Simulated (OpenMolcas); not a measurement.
## Mn2+, Tc2+, Re2+: d⁵ down the group

```json
{
 "Program": "OpenMolcas 26.06",
 "Method": "RASSCF",
 "Basis": "ANO-RCC-VTZP",
 "Scalar Hamiltonian": "DKH2, point nucleus",
 "Spin-orbit coupling": "state interaction with AMFI integrals over the reference wave functions, term energies averaged over their components"
}
```

Active space for each ion: 5 electrons in 9 orbitals (RAS2 d s; RAS3 p, at most 2 electrons).

Computed levels in cm-1 above ⁶S_5/2:

```
                               Level   Mn2+   Tc2+   Re2+
                              ⁴G_7/2  34202  25054  22137
                             ⁴G_11/2  34206  25100  23067
                              ⁴G_9/2  34212  25141  23439
                              ⁴P_1/2  38972  28256  22486
                              ⁴D_7/2  42416  30162  26104
                              ⁴D_1/2  42466  30546  26880
                             ²I_11/2  48832  36163  33406
                             ²I_13/2  48871  36492  35873
                           ²D_3/2(1)  54880  39483  33372
weight of ⁶S in the lowest level (%)    100     99     92
```

Mixed levels, with the weight of the term that names them: Re2+ ⁴G_7/2 (55 %), Re2+ ⁴P_1/2 (51 %), Re2+ ⁴D_7/2 (75 %), Re2+ ⁴D_1/2 (62 %), Re2+ ²D_3/2(1) (53 %).

Measured, with the error of the calculation in %. Measured levels: Mn2+ from Corliss and Sugar, J. Phys. Chem. Ref. Data 6, 1253 (1977); Re2+ from the list in Brasseur, Gamrath and Quinet, At. Data Nucl. Data Tables 157, 101636 (2024).

```tsv
Level	Mn2+	Re2+
⁴G_7/2	26860 (+27.3)	16890 (+31.1)
⁴G_11/2	26824 (+27.5)	18020 (+28.0)
⁴G_9/2		18346 (+27.8)
⁴D_7/2	32307 (+31.3)	20453 (+27.6)
⁴D_1/2	32369 (+31.2)	
²I_11/2	39174 (+24.7)	26170 (+27.6)
²I_13/2	39176 (+24.7)	28588 (+25.5)
²D_3/2(1)	41570 (+32.0)
```

Without spin-orbit coupling ⁴G lies 34204, 25082, 22559 cm-1 above ⁶S in that order; the difference to the level ⁴G_7/2, of either sign, comes from spin-orbit coupling, which also lowers the zero.

Some high roots are left out of the spin-orbit mixing, which shifts the levels that they would mix with. Without dynamic correlation excited terms often stand tens of per cent too high (terms of higher spin than the ground term too low), and those without a measured partner can miss by more than the paired ones. Terms from blocks run as CI alone lack orbitals of their own. Configurations are named by rounded mean occupations; where the s occupation lies near a half they are strongly mixed, a name can repeat and a true partner stay unpaired (holds for Re2+). Measured partners are found by configuration, term and J. A level has none where our copy of the source lacks it or the pairing is in doubt (some pairs that miss far off the trend of their configuration count as doubtful), and it then counts in no deviation. Only configurations of the active space appear.

A number in round brackets counts repeated terms of one configuration in the order of the reference energies.
